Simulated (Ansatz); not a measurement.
Gas-phase electronic energies from Ansatz, PBE0-D4/def2-TZVP geometries. CBS: MP2 limit from def2 TZ/QZ plus the TZ coupled-cluster correction, frozen cores. Functionals use def2-TZVPP. One conformer a species, not always the lowest.

Consider the formal exchange of groups at a C–C bond: `BCBCC` + `FC(F)(F)O[SiH3]` → `C[SiH2]OC(F)(F)F` + `BCBC`.

Problem. Is it downhill or uphill in electronic energy at CCSD(T)/CBS, and by how much? (Estimate.)

Solution. Ansatz gave: Downhill: ΔE = -61.7 kJ/mol.

Problem. What do these levels give: r2SCAN-D4, ωB97X-V, ωB97M-V, PBE, CCSD/def2-TZVPP, MP2/CBS(def2)? (Best estimate.)

Solution. Ansatz gave: r2SCAN-D4 -67.3, ωB97X-V -61.3, ωB97M-V -64.5, PBE -62.5, CCSD/def2-TZVPP -59.2, MP2/CBS(def2) -63.7 kJ/mol.

Largest T1 diagnostic among the species: 0.012.

In def2-TZVPP, CCSD(T) changes the Hartree–Fock value by −5.0 kJ/mol (the triples alone add −0.7 kJ/mol) and MP2 by −7.0 kJ/mol.
